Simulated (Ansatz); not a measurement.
Program: Ansatz. Geometries: PBE0-D4/def2-TZVP. ΔE: electronic, gas phase. CCSD(T)/CBS is the MP2 limit (def2-TZVPP, def2-QZVPP) plus CCSD(T) − MP2 in def2-TZVPP, frozen cores. This one scheme is used for every species. DFT in def2-TZVPP. Each species was taken in one conformer, which may not be the lowest.

`C=[N][Al]([OH])[SiH3]` + H₂ → `[OH][AlH][SiH3]` + `C=N`  (hydrogenolysis of the Al–N bond)

`C=[N][Al]([OH])[SiH3]`:

Cartesian coordinates in Å:
```
C 1.811 -1.665 -0.824
N 1.110 -0.667 -0.590
Al 0.069 0.691 -0.215
O 0.412 2.236 -0.826
Si -1.887 0.368 1.192
H 1.635 -2.326 -1.688
H 2.659 -1.959 -0.184
H 1.161 2.438 -1.385
H -3.143 0.720 0.471
H -2.002 -1.051 1.632
H -1.826 1.216 2.416
```

H₂:

Z-matrix (Å, degrees):
```
H
H 1 0.746
```

`[OH][AlH][SiH3]`:

Z-matrix (Å, degrees):
```
Si
Al 1 2.447
H 1 1.492 2 110.4
H 1 1.488 2 112.9 3 -120.8
H 1 1.492 2 110.7 3 118.0
O 2 1.698 1 116.2 3 114.7
H 2 1.590 1 124.9 3 -65.0
H 6 0.956 2 123.1 1 -179.6
```

`C=N`:

Cartesian coordinates in Å:
```
C -0.071 0.102 0.370
N 0.611 0.136 -0.689
H -0.995 -0.474 0.502
H 0.265 0.682 1.232
H 0.190 -0.446 -1.414
```

(1) Is it downhill or uphill in electronic energy at CCSD(T)/CBS, and by how much? (Estimate.)

(2) What do these levels give: PBE0-D4, ωB97X-V, B2PLYP, PBE, r2SCAN, PBE0, HF/def2-TZVPP, SCS-MP2/def2-TZVPP, CCSD/def2-TZVPP, HF/def2-QZVPP, MP2/def2-QZVPP, HF/CBS(def2)? (Best estimate.)

Largest T1 diagnostic among the species: 0.014.

Results:

(1) Ansatz gave: Uphill: ΔE = +0.60 eV.

(2) Computed: PBE0-D4 0.59, ωB97X-V 0.57, B2PLYP 0.61, PBE 0.57, r2SCAN 0.68, PBE0 0.54, HF/def2-TZVPP 0.44, SCS-MP2/def2-TZVPP 0.62, CCSD/def2-TZVPP 0.54, HF/def2-QZVPP 0.45, MP2/def2-QZVPP 0.70, HF/CBS(def2) 0.45 eV.

The D4 term adds +0.08 eV with B3LYP and +0.05 eV with PBE0; it sums over pairs of atoms, weighted by their polarisabilities, and B3LYP, whose exchange is more repulsive, gets the larger term. In def2-TZVPP, CCSD(T) changes the Hartree–Fock value by +0.14 eV (the triples alone add +0.04 eV) and MP2 by +0.24 eV.

B3LYP here is the variant with VWN-RPA as its local correlation; programs differ in this.
